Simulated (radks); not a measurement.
The numbers below are computed, except where a source is named.
Task: Neutral phosphorus, [Ne] 3s2 3p3. Level of theory: non-relativistic Kohn-Sham, LDA (Slater exchange, Perdew-Wang correlation), spin-polarised, spherical densities, point nucleus (a radial shooting solver on a logarithmic mesh with Libxc functionals). Every spin shell is full or empty, so the densities are truly spherical. Functionals are evaluated on that one density, not self-consistently. Rank these orbital-free kinetic functionals by their error against the exact value of the orbitals, and give that value: Thomas-Fermi, TF + vW/9, LC94, APBEK, revAPBEK, Thakkar, Pearson, LKT, PG1, Ernzerhof.

Result: Exact: 339.244 hartree. From best to worst, with 100 (|E| - |E exact|)/|E exact| (equal figures are ties): Thakkar -0.03, Ernzerhof +0.12, LC94 +0.16, APBEK +0.29, TF + vW/9 -0.52, revAPBEK +0.66, Pearson -1.61, Thomas-Fermi -7.39, PG1 +25.34, LKT +31.24.
